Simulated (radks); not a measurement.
Values are calculated unless marked as measured or tabulated.
Effect of the nuclear size on the iridium ion Ir+, [Xe] 4f14 5d7 6s1. Level of theory: Dirac Kohn-Sham, relativistic LDA (MacDonald-Vosko exchange, VWN5 correlation), spin-unpolarised, spherical densities, finite nucleus; open shells fill j = l - 1/2 first; Fermi nuclear charge, rms radius 5.4032 fm (a radial shooting solver on a logarithmic mesh with Libxc functionals). The rms radius is varied about that value; shifts are against it.

| rms radius (fm) | total energy shift (eV) | density at nucleus (e/bohr^3) | 1s1/2 shift (meV) | 2s1/2 shift (meV) | 5s1/2 shift (meV) | 5p1/2 shift (meV) | 6s1/2 shift (meV) | 6p1/2 (empty) shift (meV) | 7s1/2 (empty) shift (meV) |
|---|---|---|---|---|---|---|---|---|---|
| 4.6413 | -20.6 | 1.899e+06 | -8260 | -1200 | -12.6 | 0.195 | -1.28 | 0.132 | -0.149 |
| 5.1006 | -8.43 | 1.833e+06 | -3380 | -489 | -5.16 | 0.079 | -0.522 | 0.054 | -0.061 |
| 5.4032 | 0 | 1.793e+06 | 0.000 | 0.000 | 0.000 | 0.000 | 0.000 | 0.000 | 0.000 |
| 5.8895 | 14.2 | 1.736e+06 | 5680 | 823 | 8.67 | -0.133 | 0.877 | -0.091 | 0.102 |
| 6.2083 | 23.9 | 1.702e+06 | 9560 | 1390 | 14.6 | -0.223 | 1.48 | -0.153 | 0.172 |

Slopes of the eigenvalues against <r^2> in GHz/fm^2, as finite differences over the two radii next to the reference (eigenvalue slopes, not the field-shift constants of lines): 1s1/2 253000, 2s1/2 36600, 5s1/2 386, 5p1/2 -5.92, 6s1/2 39.0, 6p1/2 (empty) -4.04, 7s1/2 (empty) 4.55.
